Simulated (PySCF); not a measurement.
Computed spin Hamiltonian

H6N3Si2 (doublet state).
Cartesian coordinates in Å at the GFN2-xTB level; atoms count from 1:
```xyz
11
H6N3Si2 angstrom
N      1.8396    0.2685   -0.4603
Si     0.4664    0.1809    0.5687
N     -0.6447   -1.1623    0.4422
Si    -2.0341   -0.2106   -0.0416
N     -0.8654    1.0886   -0.0879
H      1.6907    0.1336   -1.4473
H      2.6812   -0.1996   -0.1706
H      0.9155    0.4877    1.9190
H     -0.5860   -2.0889    0.8232
H     -2.4832   -0.5761   -1.3918
H     -0.9746    2.0809   -0.1795
```

The hyperfine couplings belong to this conformer and change with its torsions.

Identity: `N[SiH]1N[SiH]N1` [radical].

Computed with UKS B3LYP, pcH-1 on H N Si, non-relativistic, mean-field spin-orbit, GIAO in PySCF 2.14.0. Geometry: GFN2-xTB, one conformer, isolated molecule. Couplings are sensitive to structure, and on GFN2-xTB geometries they can be far from those on DFT ones, by a factor of two or more for some ions and for spin on atoms past the first row. Stability of the SCF solution: not tested.

```
g1, g2, g3                      : 2.00132, 2.00212, 2.00332
g_iso                           : 2.00225
Form of g                       : rhombic: the two nearest values differ by 40 % of g3 − g1
⟨S²⟩                            : 0.7518 (exact 0.7500)
α and β electrons               : 28, 27
HOMO–LUMO gap, α and β orbitals : 5.28, 4.04 eV
Total energy                    : -746.95864 Eh
```

Hyperfine couplings atom by atom, in G; T1 to T3 are the principal values of the dipolar part (MHz turned into gauss with g_iso; 10 G = 1 mT):

| atom | isotope | a_iso | of which spin–orbit | T1 | T2 | T3 | Mulliken spin population |
| --- | --- | --- | --- | --- | --- | --- | --- |
| N1 | 14N | 2.3 | 0.0 | -0.2 | -0.2 | 0.5 | 0.01 |
| Si2 | 29Si | -2.5 | 0.0 | -0.8 | 0.2 | 0.6 | 0.02 |
| N3 | 14N | 2.2 | 0.0 | -1.7 | -1.5 | 3.2 | 0.07 |
| Si4 | 29Si | -218.8 | 0.3 | -46.8 | 22.1 | 24.7 | 0.71 |
| N5 | 14N | 2.3 | 0.0 | -1.7 | -1.5 | 3.2 | 0.07 |
| H6 | 1H | -0.3 | 0.0 | -0.6 | -0.2 | 0.7 | 0.00 |
| H7 | 1H | 0.8 | 0.0 | -0.5 | -0.2 | 0.7 | 0.00 |
| H8 | 1H | -0.8 | 0.0 | -0.5 | -0.4 | 0.9 | 0.00 |
| H9 | 1H | -1.7 | 0.0 | -2.3 | -1.0 | 3.3 | 0.00 |
| H10 | 1H | 96.6 | 0.0 | -2.1 | -0.1 | 2.2 | 0.13 |
| H11 | 1H | -1.8 | 0.0 | -2.3 | -1.0 | 3.3 | 0.00 |

The largest Mulliken spin populations are on Si4 (+0.71), H10 (+0.13), N3 (+0.07) and N5 (+0.07). Si4 is the only atom above +0.15. The angles at Si4 add up to 305.7°, so it is pyramidal.

Under fast tumbling the dipolar parts average out, and these isotropic splittings remain: 1 × 1H (H10, I = 1/2, 2 lines) with 9.66 mT, 1 × 14N (N1, I = 1, 3 lines) with 0.23 mT, 2 × 14N (N3/N5, I = 1, 5 lines) with 0.23 mT, 2 × 1H (H9/H11, I = 1/2, 3 lines) with 0.18 mT and 1 × 1H (H8, I = 1/2, 2 lines) with 0.08 mT.

Nuclei that the bonding pattern makes equivalent are averaged, as if the motion that swaps them (rotation, inversion, ring flip) were fast.

The 29Si coupling of Si4 (-613.0 MHz) shows only in satellite lines or after enrichment, since that isotope makes up about 4.7 % of natural silicon.

β density exceeds α density at some nuclei, such as H9/H11 (-0.0011), spin density in bohr⁻³. In a single determinant that takes different orbitals for the two spins, that is spin polarisation.
